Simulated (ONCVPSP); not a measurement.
An all-electron radial function and its pseudo partner (caesium)

Columns: radius, all-electron u(r) and pseudo u(r) of the 5s shell (level -26.73 eV) of caesium in the configuration [Kr] 4d10 5s2 5p6 6s1; revPBE, scalar-relativistic, ONCV scheme, ONCVPSP 4.0.1.

```tsv
r (bohr)	all-electron	pseudo
0.150	0.1204	0.1276
0.300	0.1490	0.2512
0.450	-0.3587	0.3670
0.600	-0.4445	0.4721
0.750	-0.1796	0.5641
0.900	0.1836	0.6407
1.050	0.4988	0.7001
1.200	0.7175	0.7410
1.350	0.8412	0.7627
1.500	0.8885	0.7659
1.650	0.8803	0.7522
1.800	0.8354	0.7241
1.950	0.7687	0.6842
2.100	0.6914	0.6348
2.250	0.6110	0.5783
2.400	0.5326	0.5170
2.550	0.4593	0.4536
2.700	0.3926	0.3913
2.850	0.3332	0.3330
3.000	0.2811	0.2811
3.150	0.2361	0.2361
3.300	0.1975	0.1975
3.450	0.1648	0.1647
3.600	0.1370	0.1370
3.750	0.1137	0.1137
3.900	0.0942	0.0942
```

(1) How many radial nodes do the two functions have?

(2) At about which radius was the pseudo-wave matched?

(3) Is the pseudo-wave norm-conserving?

Answers

(1) The all-electron 5s function has n − l − 1 = 4 (the table is too coarse to show those close to the nucleus); the pseudo-wave has 0, since the states of the same l below it are removed with the core.

(2) 3.00 bohr, where the columns begin to agree (steps of 0.15 bohr).

(3) Yes: the ONCV scheme keeps the norm inside the radius equal to the all-electron one, which fixes the energy derivative of the logarithmic derivative at the level.
